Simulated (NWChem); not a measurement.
System: BaCl2 cation, doublet; SMILES of the neutral closed-shell parent [Cl][Ba][Cl]

NWChem input:

```
start job
memory heap 200 mb stack 900 mb global 1100 mb
charge 1
geometry units angstroms noautoz
  Ba     0.000000     0.000000    -0.989639
  Cl     0.000000     1.336256     1.522839
  Cl     0.000000    -1.336256     1.522839
end
basis spherical
  Ba library def2-svp
  Cl library def2-svp
end
ecp
  Ba library def2-ecp
end
dft
  odft
  mult 2
  xc xpbe96 cpbe96
  iterations 150
  mulliken
end
task dft energy
```

Parts of the log:

```
             Northwest Computational Chemistry Package (NWChem) 7.3.0
             --------------------------------------------------------

 C2V symmetry detected

                             Geometry "geometry" -> ""
                             -------------------------

 Output coordinates in angstroms (scale by  1.889725989 to convert to a.u.)

  No.       Tag          Charge          X              Y              Z
 ---- ---------------- ---------- -------------- -------------- --------------
    1 Ba                  56.0000     0.00000000     0.00000000    -0.94915836
    2 Cl                  17.0000     0.00000000     1.33625600     1.56331964
    3 Cl                  17.0000     0.00000000    -1.33625600     1.56331964

 Effective nuclear repulsion energy (a.u.)     411.2833205645

      Symmetry information
      --------------------

 Group name             C2v
 Group number             16
 Group order               4
 No. of unique centers     2

 Summary of "ao basis" -> "ao basis" (spherical)
 ------------------------------------------------------------------------------
       Tag                 Description            Shells   Functions and Types
 ---------------- ------------------------------  ------  ---------------------
 Ba                         def2-svp                 9       23   4s3p2d
 Cl                         def2-svp                 8       18   4s3p1d

      Symmetry analysis of basis
      --------------------------

        a1         24
        a2          7
        b1         10
        b2         18

            General Information
            -------------------
          SCF calculation type: DFT
          Wavefunction type:  spin polarized.
          No. of atoms     :     3
          No. of electrons :    43
           Alpha electrons :    22
            Beta electrons :    21
          Charge           :     1
          Spin multiplicity:     2
          Use of symmetry is: on ; symmetry adaption is: on
          Maximum number of iterations: 150
          AO basis - number of functions:    59
                     number of shells:    25
          Convergence on energy requested:  1.00D-06
          Convergence on density requested:  1.00D-05
          Convergence on gradient requested:  5.00D-04

              XC Information
              --------------
          PerdewBurkeErnzerhof Exchange Functional  1.000
            Perdew 1991 LDA Correlation Functional  1.000 local
           PerdewBurkeErnz. Correlation Functional  1.000 non-local

             Grid Information
             ----------------
          Grid used for XC integration:  medium
          Radial quadrature: Mura-Knowles
          Angular quadrature: Lebedev.
          Tag              B.-S. Rad. Rad. Pts. Rad. Cut. Ang. Pts.
          ---              ---------- --------- --------- ---------
          Ba                  2.15      123          12.0       590
          Cl                  1.00       88          11.0       590
          Grid pruning is: on
          Number of quadrature shells:   211
          Spatial weights used:  Erf1

      Superposition of Atomic Density Guess
      -------------------------------------

 Sum of atomic energies:        -946.13101816

 Renormalizing density from      44.00 to     43

      Non-variational initial energy
      ------------------------------

 Total energy =    -930.357539
 1-e energy   =   -1515.404119
 2-e energy   =     464.597578
 HOMO         =      -0.696130
 LUMO         =      -0.279949

   Symmetry analysis of molecular orbitals - initial alpha
   -------------------------------------------------------

  Numbering of irreducible representations:

     1 a1          2 a2          3 b1          4 b2

  Orbital symmetries:

     1 a1          2 b2          3 a1          4 b2          5 a1
     6 b2          7 b2          8 a1          9 b1         10 a2
    11 a1         12 a1         13 b2         14 a1         15 b2
    16 b1         17 a1         18 b1         19 a1         20 b2
    21 a2         22 b2         23 a1         24 a1         25 b1
    26 a2         27 a1         28 b2         29 b1         30 b2
    31 a1         32 a1

   Symmetry analysis of molecular orbitals - initial beta
   ------------------------------------------------------

  Numbering of irreducible representations:

     1 a1          2 a2          3 b1          4 b2

  Orbital symmetries:

     1 a1          2 b2          3 a1          4 b2          5 a1
     6 b2          7 b2          8 a1          9 b1         10 a2
    11 a1         12 a1         13 b2         14 a1         15 b2
    16 b1         17 a1         18 b1         19 a1         20 b2
    21 a2         22 b2         23 a1         24 a1         25 b1
    26 a2         27 a1         28 b2         29 b1         30 b2
    31 a1         32 a1

     ---------------------------------------------
      Total Density - Mulliken Population Analysis
     ---------------------------------------------

    Atom       Charge   Shell Charges
 -----------   ------   -------------------------------------------------------
    1 Ba  10     8.20   0.27  1.72  0.09 -0.01  5.06  0.95  0.02  0.10  0.01
    2 Cl  17    17.40   2.00  2.00  1.39  0.59  5.96  2.43  3.02  0.01
    3 Cl  17    17.40   2.00  2.00  1.39  0.59  5.96  2.43  3.02  0.01

     --------------------------------------------
      Spin Density - Mulliken Population Analysis
     --------------------------------------------

    Atom       Charge   Shell Charges
 -----------   ------   -------------------------------------------------------
    1 Ba  10     0.01  -0.00 -0.00 -0.00  0.00  0.00  0.00  0.00  0.00  0.00
    2 Cl  17     0.50   0.00  0.00  0.00 -0.00  0.00  0.24  0.25  0.00
    3 Cl  17     0.50   0.00  0.00  0.00 -0.00  0.00  0.24  0.25  0.00

[...]
```

Level: PBE/def2-SVP with def2 effective core potentials on Ba, spin-unrestricted. In the optimisation the excess spin sits in b2 (C2v, its own frame). Geometry: optimised at PBE0/def2-SVP, spin-unrestricted. This spin state was assumed; another may lie lower. No stability test was run on the SCF state. def2 effective core potentials on Ba; no spin-orbit coupling.
